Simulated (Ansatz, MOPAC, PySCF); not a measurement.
Species: IBr (charge 0, singlet). SMILES: IBr
Geometry: optimised at B3LYP-D3(BJ)/def2-TZVP (Ansatz, a first-principles code).

Unscaled harmonic wavenumbers (cm⁻¹) in rising order, each level at the stationary point that it reaches from this structure (no distance between atoms moves by over 0.3 Å); the order of modes can differ between levels, and a negative number is imaginary. B3LYP-D3(BJ)/def2-TZVP (PySCF, at the structure above): 262.

AM1 (MOPAC): 304. Zero-point energy 0.4 against 0.4 kcal/mol.

PM6 (MOPAC): 234. Zero-point energy 0.3 against 0.4 kcal/mol.

PM7 (MOPAC): 276. Zero-point energy 0.4 against 0.4 kcal/mol.

HF/3-21G (Ansatz): 257. Zero-point energy 0.4 against 0.4 kcal/mol.
